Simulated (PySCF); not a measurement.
Identify the compound

An unknown has the formula C7H11O2P. Its calculated NMR data are:

1H NMR (600 MHz, computed): δ 7.01 (m, 1H), 6.69 (m, 1H), 6.18 (m, 1H), 3.45 (m, 2H), 2.49 (m, 2H), 2.10 (m, 2H), 1.75 (m, 2H).

13C{1H} NMR (computed): δ 214.9 (C), 145.0 (CH2), 140.9 (CH), 39.8 (CH2), 35.5 (CH2).

How the numbers were obtained: GFN2-xTB geometry, PBE0/pcSseg-1 with gauge-including orbitals, in PySCF (single conformer, equivalent nuclei averaged, no relativistic terms, isolated molecule).

Chemical shifts δ = σref − σ; 1H and 13C against TMS, all at this level.

Which candidate is it?
A. C=CP1(=O)CCC(=O)CC1
B. CC(=O)P1CCC(=O)CC1
C. COC1=C[P@@](C)(=O)C=C1C
D. CC#CP1(=O)CCOCC1
E. C#CCP1(=O)CCOCC1
F. CO[C@H]1C=C[P@@](C)(=O)C=C1

Results:

A. 

1. 5 carbon signals for 7 carbons: some carbons are equivalent by symmetry or fast rotation.
2. Carbon types of the structure: 1 × C, 1 × CH, 5 × CH2, which accounts for all hydrogens.
3. δC 214.9: ketone carbonyl carbon; the double bond to the heteroatom, with no lone-pair donor beside it, deshields it most.
4. δC 145.0: terminal =CH2 carbon; as expected for a trigonal carbon in a double bond.
5. δC 140.9: alkene CH; the olefinic region.
6. δC 39.8: sp3 CH2 α to a carbonyl; the adjacent C=O deshields it moderately.
7. δH 7.01, 6.69: hydrogen on a terminal =CH2 carbon; a vinylic proton, deshielded by the sp2 carbon and the C=C anisotropy.

The others: CC#CP1(=O)CCOCC1 would give 5 signals for carbon-bound and other non-exchanging H, not 7; C#CCP1(=O)CCOCC1 would give 6 signals for carbon-bound and other non-exchanging H, not 7; COC1=C[P@@](C)(=O)C=C1C would give 7 carbon signals, not 5; CC(=O)P1CCC(=O)CC1 would give 3 signals for carbon-bound and other non-exchanging H, not 7; CO[C@H]1C=C[P@@](C)(=O)C=C1 would give 5 signals for carbon-bound and other non-exchanging H, not 7.

Splittings by 31P in the carbon and heteronuclear signals aren't shown, as no couplings were computed. Shifts are as computed. Against solution values, carbons near 30 ppm lie about +3 ppm off and those near 130 ppm about +5 ppm. Of 1211 compounds with measured shifts, 218 miss one by over three times the rms of a fit or turn the order of signals round; such compounds aren't used in these exercises. Multiplicities follow the n + 1 count of equivalent neighbours, as no J values were calculated; m marks all less simple cases, F and P coupling included.
